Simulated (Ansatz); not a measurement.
Ideal-gas functions of H₂OSeZn (`[OH][Zn][SeH]`) at 800 K and 1 bar, from an Ansatz frequency run at PBE0-D4/def2-TZVP.

Molar mass 162.36 g/mol, point group C1 (symmetry number 1), electronic degeneracy 1, moments of inertia 2.854, 328.281, 329.729 u Å². Harmonic wavenumbers (cm⁻¹, unscaled): 117, 122, 156, 280, 585, 680, 752, 2434, 3910.

Use S(trans) = R[1.5 ln M + 2.5 ln T − 1.1517]; rotational temperatures θ = 24.2544 K / I; S(rot) = R[ln(√π/σ · √(T³/θAθBθC)) + 1.5]; for each mode x = 1.438777 ν̃/T, S = R[x/(eˣ − 1) − ln(1 − e⁻ˣ)] and H = RT x/(eˣ − 1); 1 cm⁻¹ = 0.0119627 kJ/mol; R = 8.31446 J/(mol·K).

Question: By hand: the entropy, in J/(mol·K).

Answer: Translation 192.9. Rotation: θ = 8.4984, 0.0739, 0.0736 K, giving 113.4. Vibration, mode by mode: 21.29, 20.94, 18.91, 14.11, 8.27, 7.14, 6.41, 0.57, 0.06, in all 97.7. Electronic 0.0. Sum 404.0 J/(mol·K).

Question: By hand: H − E and G − E in kJ/mol, counted from the electronic energy.

Answer: Zero-point energy ½ × 9036 × 0.0119627 = 54.0; thermal vibration 33.5; translation, rotation and pV give 4 RT = 26.6. H − E = 114.1 kJ/mol, and G − E = 114.1 − 800 × 404.0/1000 = -209.1 kJ/mol.

Vibration gives 24 % of the entropy, 42.2 J/(mol·K) of it from the modes under 150 cm⁻¹: soft modes count most, and the harmonic formula is weakest for them. The sum counts one conformer and one mirror image; others add a mixing term.
